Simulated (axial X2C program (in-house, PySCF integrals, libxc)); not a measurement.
NiSn: properties at the nuclei

Calculated with an axial X2C code built on PySCF integrals: two-component X2C with atomic mean-field Coulomb and Gaunt terms, Gaussian nuclei, basis Sn dyall-cv3z, Ni dyall-cv3z with contracted cores.

R = 2.459 Å (near the PBE0 minimum at charge 0 of the determinant lowest at the starting distance; the state shown can have its own minimum elsewhere).

Input and command:
```json
{"zs": [50, 28], "q": 0, "bas": ["dyall-cv3z", "dyall-cv3z"], "r0": 2.5, "levels": ["PBE0", "HF", "TPSSh", "PBE50", "BHandHLYP"], "nst": 3}
```
```bash
python soeom.py task.json out
```

Keys: zs atomic numbers; q charge; bas basis sets; r0 starting distance in Å; levels methods; nst determinants followed.

Determinant lowest in the PBE0 search, Ω = 3 (⟨Sz⟩ = 0.01, ⟨Lz⟩ = 2.99 at PBE0), spin on the atoms Sn -0.56, Ni 0.57:

| level | Eeff magnitude (GV/cm) | Ws magnitude Sn (kHz) | A∥/gI Sn (MHz) | qzz Sn (a.u.) | A∥/gI Ni (MHz) | qzz Ni (a.u.) | μ (D) |
| --- | --- | --- | --- | --- | --- | --- | --- |
| PBE0 | 1.09 | 0.228 | 389 | -4.24 | 478 | -2.67 | 0.85 |
| HF | 1.23 | 0.283 | 360 | -5.71 | 485 | -3.10 | 2.53 |
| TPSSh | 0.92 | 0.192 | 379 | -3.76 | 486 | -2.58 | 0.79 |
| PBE50 | 1.21 | 0.263 | 386 | -5.07 | 465 | -2.87 | 1.59 |
| BHandHLYP | 1.56 | 0.337 | 361 | -4.86 | 443 | -2.84 | 1.19 |

Eeff is the effective electric field on the electron electric dipole moment in this Ω state and Ws the scalar–pseudoscalar constant of the nucleus named (defined with the proton number Z and per Ω); A∥ (defined per Ω) follows by multiplying with gI = μI/(I μN); qzz is the electric field gradient, eQq0 = 234.96 MHz × Q/barn × qzz; μ is positive if the Ni end (last atom) is positive. The operators were transformed with the bare-nucleus X2C matrices; with these basis sets, hyperfine constants and field gradients can be off by tens of per cent, and where levels differ in sign neither size nor sign is settled.

(1) With gI(119Sn) = -2.0946, gI(61Ni) = -0.5000, Q(61Ni) = 0.162 barn (g factors from the IAEA table of nuclear moments by Stone; Q from Pyykkö, Mol. Phys. 2018), turn the PBE0 values of the first state into constants in MHz.

Each state is one determinant with collinear spin, which with several unpaired electrons need not be a pure state. Unrestricted Hartree–Fock can overshoot spin polarisation at the nuclei. With several open shells hyperfine constants can be off by a factor of several. In the state Ω = 3 the atomic spins oppose each other (-0.56, 0.57): a broken-symmetry determinant whose values are not spin-projected. Open-shell Ω = 0 determinants with evenly filled partner blocks cannot be reached by this program, so the Ω shown need not be the lowest component. At BHandHLYP, TPSSh a later determinant lies lower. States lie within half an eV, so the first need not be the ground state. Further determinants of the search, some of them spin-mixed, are not shown.

## Answers

(1) A∥(119Sn) = 389 × -2.0946 = -815 MHz; A∥(61Ni) = 478 × -0.5000 = -239 MHz; eQq0(61Ni) = 234.96 × (0.162) × (-2.67) = -102 MHz.
